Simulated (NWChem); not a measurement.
**Ionisation of C$_{5}$H$_{4}$N**

```xyz
10

C     -0.6628     1.2161     0.0000
C      0.7159     1.2388     0.0000
C      1.3512    -0.0135     0.0000
C      0.5493    -1.1616     0.0000
N     -0.7849    -1.1367     0.0000
C     -1.4114     0.0521     0.0000
H      1.2918     2.1693     0.0000
H      2.4417    -0.0947     0.0000
H      1.0149    -2.1542     0.0000
H     -2.5067     0.0451     0.0000
```
Charge 0, spin multiplicity 2.

All runs are NWChem calculations. All single points use one geometry, from UB3LYP/def2-SVP, a minimum by its harmonic frequencies.

Basis set: def2-SVP. The species with one electron less has spin multiplicity 1 and keeps the geometry of the parent. Δ marks differences of total energies (open shells unrestricted). −ε marks an orbital energy of the parent. That orbital need not have the symmetry of the hole or added electron in the Δ rows. That singlet is a closed-shell solution.

B3LYP has NWChem's definition, with VWN1-RPA local correlation. The structure started from a generated list of species. The unpaired electrons of the parent sit in orbitals of symmetry a' (Cs labels of the run); other states weren't searched. No SCF solution was tested for a lower state.

Question: Order these methods by the first vertical ionisation energy they give, lowest first: −ε(alpha HOMO) of PBE, −ε(alpha HOMO) of B3LYP, −ε(alpha HOMO) of PBE0, ΔB3LYP, ΔPBE, ΔPBE0.

Answer: −ε(alpha HOMO) of PBE (5.39 eV), −ε(alpha HOMO) of B3LYP (6.65 eV), −ε(alpha HOMO) of PBE0 (7.00 eV), ΔPBE (8.77 eV), ΔB3LYP (9.19 eV), ΔPBE0 (9.36 eV)
